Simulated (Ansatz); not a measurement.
One change: `BC(=C)S` becomes `C=C(N)S`.

Ansatz, PBE0-D4/def2-TZVP geometries, multiplicity 1. Each molecule was computed in one conformer, which needn't be the lowest.

```json
{"property": "HOMO energy (PBE0/def2-TZVPP) / eV", "`BC(=C)S`": "-6.73"}
{"property": "LUMO energy (PBE/def2-TZVPP) / eV", "`BC(=C)S`": "-3.24"}
{"property": "HOMO–LUMO gap (PBE/def2-TZVPP) / eV", "`BC(=C)S`": "2.46"}
{"property": "LUMO energy (PBE0/def2-TZVPP) / eV", "`BC(=C)S`": "-2.29"}
{"property": "HOMO–LUMO gap (PBE0/def2-TZVPP) / eV", "`BC(=C)S`": "4.44"}
{"property": "size of the dipole moment (B3LYP/def2-TZVPP) / D", "`BC(=C)S`": "0.51"}
```

Question: Give the same properties after the change, and the shifts. (Estimate.)

Answer: Ansatz gave: 
| property | `C=C(N)S` | shift |
| --- | --- | --- |
| HOMO energy (PBE0/def2-TZVPP) / eV | -6.10 | 0.63 |
| LUMO energy (PBE/def2-TZVPP) / eV | -0.79 | 2.45 |
| HOMO–LUMO gap (PBE/def2-TZVPP) / eV | 4.18 | 1.72 |
| LUMO energy (PBE0/def2-TZVPP) / eV | 0.16 | 2.45 |
| HOMO–LUMO gap (PBE0/def2-TZVPP) / eV | 6.26 | 1.82 |
| size of the dipole moment (B3LYP/def2-TZVPP) / D | 1.56 | 1.05 |

With PBE0 the HOMO rises by 0.63 eV and the LUMO rises by 2.45 eV, so the gap widens by about 1.82 eV. PBE moves the HOMO by 0.73 eV and ωB97M-V by 0.56 eV. Dipoles are sizes alone; their direction can turn.

B3LYP here is the variant with VWN-RPA as its local correlation; programs differ in this.
